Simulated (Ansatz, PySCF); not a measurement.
This PySCF input computes a PBE/def2-TZVPD energy:

```python
from pyscf import gto, scf, dft

mol = gto.M(
    atom='''
    C     0.09501344   -0.08067266    1.26141555
    I     0.98121667    1.55821321   -0.04635199
    I    -0.99197291   -1.54908046   -0.09644977
    ''',
    basis='def2-tzvpd',
    ecp='def2-tzvp',
    charge=-1,
    spin=1,
    verbose=4,
)

mf = dft.UKS(mol, xc='pbe').density_fit(auxbasis='def2-universal-jkfit')
mf.grids.level = 3
mf.conv_tol = 1e-9
mf.max_cycle = 100
mf.max_memory = 1500
mf.kernel()
if not mf.converged:
    mf = mf.newton()
    mf.kernel(mf.make_rdm1())
for _ in range(2):
    mo, _, stable, _ = mf.stability(return_status=True)
    if stable:
        break
    mf.kernel(mf.make_rdm1(mo, mf.mo_occ))
mf.analyze()
```

Write an input for the same energy in Ansatz (an electronic-structure program) and say what it gives.


Ansatz 0.2 input:
```yaml
crystal:
  periodic: [false, false, false]
  atoms:
    - {symbol: C, position_ang: [0.09501344, -0.08067266, 1.26141555]}
    - {symbol: I, position_ang: [0.98121667, 1.55821321, -0.04635199]}
    - {symbol: I, position_ang: [-0.99197291, -1.54908046, -0.09644977]}
basis:
  gaussian:
    orbitals: def2-TZVPD
hamiltonian:
  xc: {name: PBE}
total_charge: -1
magnetization: {spin_polarized: true, initial_magnetization: 1}
output: {forces: true}
```
It gives -633.43443 Eh, and PySCF -633.43446 Eh, a difference of 0.03 mEh, from the treatment of integrals and grids.
